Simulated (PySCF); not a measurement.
## From computed data to an observable: entropy of an ideal gas

CHF, SMILES [CH]F (connectivity only; charge and spin as stated), neutral, multiplicity 1.

Geometry optimised at B3LYP-D3(BJ)/def2-TZVPD. The isomer is the one that the SMILES or the coordinates give; other isomers of the formula were not compared.

B3LYP-D3(BJ)/def2-TZVPD in PySCF 2.14.0 gives the harmonic wavenumbers 1198, 1436, 2771 cm⁻¹ and the rotational temperatures 22.5327, 1.7582, 1.6310 K. The molar mass is 32.02 g/mol, the symmetry number 1, the spin multiplicity 1.

Question: Work out the entropy at 298.15 K and 1 atm in the rigid-rotor, harmonic-oscillator model.

Answer: 
Translation (Sackur–Tetrode at 1 atm): S = R[1.5 ln M + 2.5 ln T − 1.16487] = 152.0 J/(mol K).
Rotation: q = (√π/σ) T^1.5/√(θA θB θC) = 1140, S = R[ln q + 3/2] = 71.0 J/(mol K).
Vibration: with u = 1.4388 ν/T, each mode gives R[u/(e^u − 1) − ln(1 − e^−u)]:
```tsv
ν (cm⁻¹)	modes	u	S (J/(mol K))
1198	1	5.78	0.17
1436	1	6.93	0.06
```
The stiffer modes add less than 0.005 each. Sum 0.2 J/(mol K).
Spin: R ln 1 = 0.0 J/(mol K).
Total 223.2 J/(mol K); the program's own thermochemistry gives 223.2. Translation makes up 68 % and vibration 0 %. Anharmonicity, hindered rotation and orbital degeneracy are left out.
